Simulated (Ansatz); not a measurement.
Species: CH₂NO, charge 1, singlet. CH2NO+ (SMILES [NH2+]=C=O).
B3LYP-D3(BJ)/def2-TZVP minimum from Ansatz (a first-principles code):
```xyz
5

N     -1.0662     0.2609     0.2152
C      0.1427    -0.0349    -0.0288
O      1.2156    -0.2974    -0.2454
H     -1.6361    -0.3425     0.8095
H     -1.4816     1.1053    -0.1801
```
Charge +1, spin multiplicity 1.

Total energies in cc-pVDZ, 16 correlated electrons, 3 frozen orbitals. Open shells are spin-unrestricted; no spin-orbit coupling. Cores are frozen in correlated methods. No relativity.

| method | program | energy (Eh) | minus CCSDT(Q) (mEh) |
|---|---|---|---|
| HF | Ansatz | -168.07554 | 490.89 |
| MP2 | Ansatz | -168.53797 | 28.46 |
| CCSD | Ansatz | -168.54748 | 18.95 |
| CCSD(T) | Ansatz | -168.56417 | 2.25 |
| CCSDT(Q) | Ansatz | -168.56643 | 0.00 |

Rough core times of Ansatz's runs on a shared machine: CCSD(T) under 20 s, CCSDT(Q) 2 min.
